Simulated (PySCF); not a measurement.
**Stretching RhI**

Set-up: PySCF, scalar-relativistic core potentials, basis sets Rh def2-TZVPP with ECP28, I def2-TZVPP with ECP28. Energies in eV from Rh (4d8 5s1) + I in their ground configurations at the same level. All curves are PBE0. state 1: ³Δ (triplet), unpaired electrons σ ↑, δ ↑; state 2: triplet, unpaired electrons π ↑, δ ↑, a mixture of terms (⟨Lz²⟩ = 3.6), a second solution, started from another occupation; state 3: ³Σ⁻ (triplet), unpaired electrons π ↑↑, a second solution, started from another occupation.

```
R (Å)  state 1  state 2  state 3
2.201   -1.832   -1.984   -1.937
2.303   -2.405   -2.469   -2.353
2.405   -2.705   -2.710   -2.548
2.482   -2.807   -2.781   -2.596
2.559   -2.833   -2.786   -2.585
2.636   -2.803   -2.742   -2.531
2.738   -2.704   -2.632   -2.412
2.866   -2.517   -2.441   -2.216
3.020   -2.246   -2.172   -1.945
3.224   -1.861   -1.795   -1.568
```

Problem. Put a parabola through the three lowest points of the state 1 curve and estimate Re, k and ωe (reduced mass 56.83 u; 1 eV/Å² = 0.16022 mdyn/Å; ωe = 1302.8·√(k/μ) cm⁻¹).

Solution. Through R = 2.482, 2.559, 2.636 Å the second-order coefficient is 4.72 eV/Å², so Re ≈ 2.556 Å, k ≈ 1.51 mdyn/Å and ωe ≈ 213 cm⁻¹. A polynomial fit of higher order to the unrounded PBE0 energies gives Re = 2.553 Å, k = 1.54 mdyn/Å, ωe = 214 cm⁻¹; anharmonicity and rounding make the difference.

The higher-order fit for each curve: state 1: Re = 2.553 Å, ωe = 214 cm⁻¹, De = 2.83 eV; state 2: Re = 2.526 Å, ωe = 211 cm⁻¹, minimum 2.79 eV below the ground-state fragments; state 3: Re = 2.503 Å, ωe = 209 cm⁻¹, minimum 2.60 eV below the ground-state fragments.

The metal atom is held in its measured ground configuration; semilocal functionals can put another filling of s and d lower by some tenths of an eV, and De to that atom would be smaller. These are scalar-relativistic numbers at best; spin–orbit coupling would shift them, the dissociation energy most. With d or f electrons several states lie close, and the lowest PBE0 determinant need not be the measured ground state.
